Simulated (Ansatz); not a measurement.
A search over several starts for the lowest SCF solution of CrOF4⁺ at the given spin, in a small basis.

```yaml
crystal:
  periodic: [false, false, false]
  atoms:
    - {symbol: Cr, position_ang: [0.000069, -0.000147, 0.040252]}
    - {symbol: O, position_ang: [0.002393, -0.006311, 1.563119]}
    - {symbol: F, position_ang: [1.658736, 0.012839, -0.403360]}
    - {symbol: F, position_ang: [-0.011839, 1.660944, -0.394168]}
    - {symbol: F, position_ang: [-1.659969, -0.009633, -0.398256]}
    - {symbol: F, position_ang: [0.010610, -1.657692, -0.407587]}
basis:
  gaussian: {orbitals: def2-SVP}
total_charge: 1
magnetization: {spin_polarized: true, initial_magnetization: 1}
hamiltonian: {xc: pbe0, dispersion: d4}
output: {orbitals: {seedname: orbitals}}
```

```sh
$ ansatz run in.yaml --threads 4 --pin off --events-out ev --progress --plain --max-ram 3916MiB
```

It prints (some lines left out):

```
Functional definition: PBE0
997 factors; integrals over basis functions are off by at most 1.6e-3 eV
mean field evaluation 1: about -41269.7457 eV, gradient 7.6e1 eV
mean field evaluation 2: about -40657.4569 eV, gradient 3.0e2 eV
mean field evaluation 4: about -41269.0776 eV, gradient 7.2e1 eV
mean field evaluation 8: about -41289.2655 eV, gradient 2.3e-1 eV
mean field evaluation 16: about -41289.4606 eV, gradient 1.6e0 eV
mean field evaluation 32: about -41289.5649 eV, gradient 3.4e-5 eV
mean field evaluation 64: about -41289.5445 eV, gradient 2.8e-1 eV
mean field -41289.56494437 eV, -1517.3635246334 hartree, gradient 2.1e-6 eV, S^2 0.807526; 6 other end points of the search recorded, 0 dependent functions left out
reference -41289.56502685 eV, -1517.3635276643 hartree; 34, 33 occupied and 67, 68 virtual orbitals, 997 factors
Total energy: -41289.65725984 eV, -1517.3669171643 hartree
```

Run time 13 s (4 threads of Arm Neoverse V1 on a shared host).
